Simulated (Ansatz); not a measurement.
Relaxation of CH7BO2 (11 atoms, charge 0, multiplicity 1), to a largest force component of 0.03 eV/Å in at most 50 steps.

Computed with RKS PBE/def2-SVP in Ansatz 0.2.0.

```xyz
11
Properties=species:S:1:pos:R:3:forces:R:3
B 0.230 0.004 0.235 0.00 0.02 0.21
C 0.065 0.196 1.807 0.02 0.05 -0.12
H -0.889 -0.200 2.223 0.05 0.02 -0.03
H 0.924 -0.221 2.377 -0.06 0.04 -0.03
H 0.044 1.290 2.025 0.00 -0.08 -0.04
O 1.500 -0.006 -0.267 0.00 -0.02 -0.11
H 1.511 -0.083 -1.239 -0.01 0.01 0.12
H -0.731 0.053 -0.528 0.00 0.02 0.00
O -0.348 -2.525 0.523 -0.03 0.34 0.51
H -1.210 -2.290 0.127 0.02 0.00 0.04
H -0.377 -2.035 1.383 0.01 -0.40 -0.55
```

Problem. Where does it end, and by what steps?

Solution. It converged. After 34 steps the energy has fallen by 0.083 eV; H11 moved furthest, 1.32 Å.

```tsv
step	energy less start (eV)	largest force component (eV/Å)	accepted
0	0.0000	0.552	yes
2	-0.0123	0.481	yes
4	-0.0087	0.309	no
6	-0.0318	0.122	yes
8	-0.0402	0.345	yes
10	-0.0482	0.122	yes
12	-0.0521	0.050	yes
14	-0.0537	0.060	yes
16	-0.0567	0.185	yes
18	-0.0462	0.388	no
20	-0.0606	0.099	yes
22	-0.0590	0.645	no
24	-0.0654	0.226	yes
26	-0.0731	0.095	yes
28	-0.0538	1.045	no
30	-0.0787	0.040	yes
32	-0.0698	0.712	no
34	-0.0829	0.023	yes
```

```xyz
11
Properties=species:S:1:pos:R:3
B 0.146 -0.018 0.262
C -0.119 0.279 1.792
H -1.178 0.143 2.094
H 0.540 -0.296 2.477
H 0.107 1.355 1.970
O 1.433 -0.400 -0.093
H 1.541 -0.400 -1.060
H -0.620 0.361 -0.613
O -0.608 -2.210 0.285
H -0.880 -2.274 1.220
H 0.358 -2.357 0.333
```

Whether the end is a true minimum wasn't checked by a vibrational analysis.

The run took 52 s on 2 threads of Arm Neoverse V1, on a shared host, peak memory 0.12 GiB.
